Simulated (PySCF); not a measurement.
Field gradients at the hydrogen positions

Compound: C9H8F4.
SMILES with atom numbers: `[CH2:1]=[CH:2][C:3]1=[CH:4][C@H:5]([F:6])[C:7]([C:8]([F:9])([F:10])[F:11])=[CH:12][CH2:13]1` (hydrogens: H14, H15 on C1; H16 on C2; H17 on C4; H18 on C5; H19 on C12; H20, H21 on C13)

Structure used (PBE0-D3(BJ)/def2-SVP), in Å, numbered top down from 1:
```
atom  x, y, z in Å
C1    -3.4588    0.6730    0.7888
C2    -2.3739    1.2431    0.2478
C3    -1.0480    0.6369    0.1432
C4    -0.0360    1.3215   -0.4199
C5     1.3550    0.8133   -0.5772
F6     1.7191    0.8894   -1.9151
C7     1.5275   -0.5921   -0.0849
C8     2.8945   -1.1939   -0.2455
F9     3.0311   -2.3291    0.4476
F10    3.8361   -0.3452    0.1901
F11    3.1750   -1.4724   -1.5183
C12    0.5384   -1.2791    0.4916
C13   -0.8386   -0.7487    0.6750
H14   -3.4446   -0.3327    1.2168
H15   -4.4130    1.2034    0.8205
H16   -2.4568    2.2558   -0.1618
H17   -0.2114    2.3295   -0.8085
H18    2.0627    1.4722   -0.0391
H19    0.7396   -2.2882    0.8611
H20   -1.5539   -1.4409    0.1932
H21   -1.1029   -0.7851    1.7482
```

Level: PBE0/pcSseg-1 (PySCF, non-relativistic); Q(2H) = 0.00286 b; rigid geometry, the same for H and D, with no vibrational averaging.

Problem. Rank these positions by the coupling χzz of a deuteron there, largest first.
A. H15 (vinylic hydrogen)
B. H18 (methine hydrogen)
C. H20 (methylene hydrogen)
D. H17 (vinylic hydrogen)

Solution. A (206 kHz), D (201 kHz), C (187 kHz), B (177 kHz).

Problem. Give the electric field gradient Vzz (the principal value of largest size), its asymmetry and the 2H coupling at each hydrogen.

Solution. 
| atom | bonded to | bond length (Å) | Vzz (au) | η | χzz (kHz) |
| --- | --- | --- | --- | --- | --- |
| H14 | C1 | 1.093 | 0.3061 | 0.06 | 206 |
| H15 | C1 | 1.092 | 0.3072 | 0.05 | 206 |
| H16 | C2 | 1.096 | 0.2966 | 0.08 | 199 |
| H17 | C4 | 1.094 | 0.2988 | 0.09 | 201 |
| H18 | C5 | 1.107 | 0.2636 | 0.04 | 177 |
| H19 | C12 | 1.093 | 0.2953 | 0.05 | 198 |
| H20 | C13 | 1.106 | 0.2775 | 0.04 | 187 |
| H21 | C13 | 1.106 | 0.2778 | 0.04 | 187 |

Problem. How does χzz go with the bond length over the 8 C–H bonds?

Solution. A straight-line fit has a slope of -15.4 kHz for each 0.01 Å, with a correlation coefficient of -0.95, over lengths from 1.092 to 1.107 Å. The longer bonds have the smaller couplings here.

The structure is a single PBE0-D3(BJ)/def2-SVP conformer in the gas phase; no vibrational or solvent corrections. The small basis limits the accuracy of the gradients.
